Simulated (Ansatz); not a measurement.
BCl2, SMILES `Cl[B-]Cl` (lower singlet) (charge -1, multiplicity 1). This singlet lies 1.21 eV below the relaxed triplet at the level frozen-core CCSD(T)/aug-cc-pVTZ // B3LYP-D3(BJ)/def2-TZVPD (Ansatz, a quantum-chemistry and plane-wave program).

These are r2SCAN0/aug-cc-pVTZ // B3LYP-D3(BJ)/def2-TZVPD run with Ansatz values and carry that method's errors.

Ansatz 0.2 input:
```yaml
crystal:
  periodic: [false, false, false]
  atoms:
    - { symbol: Cl, position_ang: [1.510139, -0.387441, -0.000004] }
    - { symbol: B, position_ang: [-0.002658, 0.785035, -0.000001] }
    - { symbol: Cl, position_ang: [-1.507479, -0.397594, 0.000006] }
basis:
  gaussian: { orbitals: aug-cc-pVTZ }
hamiltonian:
  xc: r2scan0
total_charge: -1
```

Output:

```
Functional definition: r2SCAN0
987 factors; their error is unknown
mean field evaluation 1: about -25721.0859 eV, gradient 1.5e1 eV
mean field evaluation 2: about -25721.0742 eV, gradient 1.6e1 eV
mean field evaluation 4: about -25721.7422 eV, gradient 8.7e-1 eV
mean field evaluation 8: about -25721.7732 eV, gradient 8.9e-2 eV
mean field evaluation 16: about -25721.7732 eV, gradient 2.6e-5 eV
mean field -25721.77323482 eV, -945.2577315354 hartree, gradient 2.6e-5 eV, S^2 0.000000; 0 other end points of the search recorded, 0 dependent functions left out
reference -25721.77324594 eV, -945.2577319441 hartree; 20, 20 occupied and 126, 126 virtual orbitals, 987 factors
Total energy: -25721.77324594 eV, -945.2577319441 hartree
```
